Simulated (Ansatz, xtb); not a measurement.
# Relative energy of two isomers of C4H11BSi2

We compare a, `B[C@@H](C#C)[SiH2]C[SiH3]`, a singlet, with b, `B[SiH2]C#C[SiH2]CC`, a singlet. Both are isolated molecules in the gas phase, relaxed with r2SCAN-D4/def2-SVP, each in the lowest conformer that the search found.

Task: Estimate E(b) − E(a) at the level CCSD(T)/def2-SVP + ΔMP2/def2-TZVPP.

Result: Too close to call at this level: CCSD(T)/def2-SVP + ΔMP2/def2-TZVPP gives E(b) − E(a) = +0.50 kcal/mol.

How the difference moves with the method:

```tsv
level	geometry	E(b) − E(a) (kcal/mol)	departure from the last row (kcal/mol)	job, with rough time for the two
GFN2-xTB	GFN2-xTB	+6.67	+6.17	optimisation, 0.26 s
HF/STO-3G	GFN2-xTB	−10.12	−10.61	single point, 0.46 s
r2SCAN-D4/def2-SVP//GFN2-xTB	GFN2-xTB	+3.05	+2.55	single point, 4.7 s
r2SCAN-D4/def2-SVP	r2SCAN-D4/def2-SVP	+2.48	+1.98	optimisation, 77 s
HF/def2-SVP	r2SCAN-D4/def2-SVP	−3.27	−3.77	part of the CCSD(T) run
MP2/def2-SVP	r2SCAN-D4/def2-SVP	+2.50	+2.00	part of the CCSD(T) run
CCSD(T)/def2-SVP	r2SCAN-D4/def2-SVP	+0.55	+0.05	single point
CCSD(T)/def2-SVP + ΔMP2/def2-TZVPP	r2SCAN-D4/def2-SVP	+0.50		single point, 1.7 min
```

As drawn, b has 1 B–Si, 1 C–H in place of 1 C–B, 1 Si–H.

The largest departure from CCSD(T)/def2-SVP + ΔMP2/def2-TZVPP is that of HF/STO-3G, 10.61 kcal/mol. The last row adds to CCSD(T) the change of the MP2 difference between the two basis sets, here −0.05 kcal/mol.

With thermal terms from frequencies at re-optimised GFN2-xTB minima (ideal gas, soft modes damped towards free rotors, one conformer each, 298.15 K, 1 atm): the zero-point term adds +2.07 kcal/mol; ΔH is +3.00 and ΔG +1.30 kcal/mol.

The correlated steps freeze 15 core orbitals. Mirror images aren't counted in ΔG. Run with Ansatz 0.2.0, xtb 6.7.1; the last row on 4 threads of Arm Neoverse V1 on a shared host.
